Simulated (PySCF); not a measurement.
Unrelated species, one level of theory. Method used: TDDFT B3LYP/def2-SVPD, vertical, gas phase, core orbitals frozen in the response in PySCF. Geometries: GFN2-xTB; one conformer of each isolated species. Triplets are in the Tamm–Dancoff approximation. 'Strongest' means the level of largest summed f among the lowest 8 singlets; it needn't be the same kind of state in each. Ions are computed without counter-ions or solvent.

Question: Rank by computed lowest triplet energy, lowest first.
A. `C[C@@H]1CC[PH2+]1`
B. `O=S(=O)(Cl)C1=CSC=C1`
C. `C[Si@H](F)CC(F)(F)F`
D. `C=C[PH+](C)C`
E. `FCC[SiH2]C(F)(F)F`

Answer: B (3.73 eV), D (4.42 eV), A (6.39 eV), E (7.53 eV), C (7.75 eV).

| SMILES | T1 (eV) | α (au) | first f ≥ 0.01 (nm) | HOMO (eV) | f (strongest) | S1 mainly |
| --- | --- | --- | --- | --- | --- | --- |
| O=S(=O)(Cl)c1ccsc1 | 3.73 | 103.8 | 254 | -7.84 | 0.09 | H→L (91%) |
| C=C[PH+](C)C | 4.42 | 67.2 | 169 | -12.92 | 0.47 | H→L (94%) |
| C[C@@H]1CC[PH2+]1 | 6.39 | 62.9 | 176 | -13.96 | 0.03 | H-1→L (94%) |
| FCC[SiH2]C(F)(F)F | 7.53 | 67.4 | 154 | -9.06 | 0.08 | H→L (87%) |
| C[Si@H](F)CC(F)(F)F | 7.75 | 63.7 | 148 | -9.22 | 0.19 | H→L (97%) |

H and L stand for HOMO and LUMO.

- `O=S(=O)(Cl)c1ccsc1`: Löwdin shares by element: HOMO carbon 85% (atoms not listed hold the other 15%); LUMO sulfur 29%, chlorine 24%, carbon 16% or more (atoms not listed hold the other 30%).
- `C=C[PH+](C)C`: Löwdin shares by element: HOMO carbon 78% or more, phosphorus 5% (atoms not listed hold the other 17%); LUMO carbon 68% or more, phosphorus 10%, hydrogen 5% or more (atoms not listed hold the other 18%).
- `C[C@@H]1CC[PH2+]1`: Löwdin shares by element: HOMO carbon 48% or more, phosphorus 15% (atoms not listed hold the other 37%); LUMO phosphorus 42%, carbon 26% or more, hydrogen 11% or more (atoms not listed hold the other 21%).
- `FCC[SiH2]C(F)(F)F`: Löwdin shares by element: HOMO carbon 44%, silicon 17% (atoms not listed hold the other 38%); LUMO carbon 28% or more, silicon 21%, hydrogen 9% or more (atoms not listed hold the other 41%).
- `C[Si@H](F)CC(F)(F)F`: Löwdin shares by element: HOMO carbon 49% or more, silicon 20%, fluorine 10% or more (atoms not listed hold the other 21%); LUMO silicon 34%, hydrogen 14% or more, fluorine 11% or more, carbon 9% or more (atoms not listed hold the other 31%).
